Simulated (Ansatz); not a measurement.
Saddle point of C₂H₇In, closed shell (CH₃In ([CH3][In]) + CH₄ → CH₃In ([CH3][In]) + CH₄; bonds formed: In1–C4, C2–H3; bonds broken: In1–C2, H3–C4), PBE0-D4/def2-TZVP structure:

```csv
atom,x (Å),y (Å),z (Å)
In1,1.2082,0.2034,1.5360
C2,0.5578,1.1489,-0.7117
H3,-0.0199,-0.0014,-0.0215
C4,-0.6746,-1.1680,0.5643
H5,0.3661,2.1751,-0.3826
H6,1.5536,1.1184,-1.1652
H7,-0.1615,0.9317,-1.5108
H8,-0.1760,-2.1418,0.5990
H9,-1.3474,-1.1003,1.4250
H10,-1.3064,-1.1659,-0.3324
```

Energies are electronic, without zero-point energy. Barriers and step energies count from the start structure reached by relaxing down the imaginary mode; all methods use the PBE0-D4 structures, on which another method's saddle can fall below an end. Program: Ansatz 0.2.0. Basis: def2-TZVPP, with def2-QZVPP for the basis limit. Cores are frozen in the correlated methods. Filled d shells of the heavier atoms are correlated. Core potentials replace the inner electrons of the atoms past krypton. The def2 sets are not built for correlating such inner shells, so the correlated values are less sure here. B3LYP uses VWN-RPA correlation. Extrapolation: Hartree–Fock as exp(−7.88 √X), correlation as X^−2.97.

```json
{"method": "SPW92", "barrier (eV)": "1.142", "step energy (eV)": "0.000"}
{"method": "PBE-D4", "barrier (eV)": "1.485", "step energy (eV)": "0.000"}
{"method": "BLYP-D4", "barrier (eV)": "1.687", "step energy (eV)": "0.000"}
{"method": "r2SCAN-D4", "barrier (eV)": "1.573", "step energy (eV)": "0.000"}
{"method": "B97M-V", "barrier (eV)": "1.754", "step energy (eV)": "0.000"}
{"method": "PBE0-D4", "barrier (eV)": "1.663", "step energy (eV)": "0.000"}
{"method": "B3LYP-D4", "barrier (eV)": "?", "step energy (eV)": "0.000"}
{"method": "r2SCAN0-D4", "barrier (eV)": "1.714", "step energy (eV)": "0.000"}
{"method": "BHLYP-D4", "barrier (eV)": "2.031", "step energy (eV)": "0.000"}
{"method": "CAM-B3LYP-D4", "barrier (eV)": "1.871", "step energy (eV)": "0.000"}
{"method": "wB97X-V", "barrier (eV)": "?", "step energy (eV)": "0.000"}
{"method": "wB97M-V", "barrier (eV)": "1.825", "step energy (eV)": "0.000"}
{"method": "B2PLYP", "barrier (eV)": "1.836", "step energy (eV)": "0.000"}
{"method": "PBE-QIDH", "barrier (eV)": "1.777", "step energy (eV)": "0.000"}
{"method": "RPA on PBE", "barrier (eV)": "1.866", "step energy (eV)": "0.000"}
{"method": "HF", "barrier (eV)": "2.577", "step energy (eV)": "0.000"}
{"method": "MP2", "barrier (eV)": "?", "step energy (eV)": "0.000"}
{"method": "CCSD", "barrier (eV)": "1.991", "step energy (eV)": "0.000"}
{"method": "CCSD(T)", "barrier (eV)": "1.867", "step energy (eV)": "0.000"}
```

Problem. Fill in the withheld barriers. (Judge from chemistry; the value comes from the calculation.)

Solution. Computed: B3LYP-D4 1.808; MP2 1.762; wB97X-V 1.867 eV. Each is the energy of the saddle less that of the start structure, by the same method.

For comparison, the barrier by CCSD(T) at an estimated basis limit (MP2 extrapolated from triple and quadruple zeta, plus CCSD(T) − MP2 in triple zeta) is 1.798 eV.

No T1 diagnostic of these runs exceeds 0.015.

Labels in which every atom is bracketed show which atoms are joined, not bond orders.

For scale, one of the runs: CCSD(T)/def2-TZVPP, 210 basis functions, launched by `ansatz run in.yaml --threads 4 --pin off --events-out ev --progress --plain --max-ram 9574MiB`. Time: 68 s of wall clock on 4 CPU threads of an Arm Neoverse V1; the host was shared. Peak host memory: 3.2 GiB.
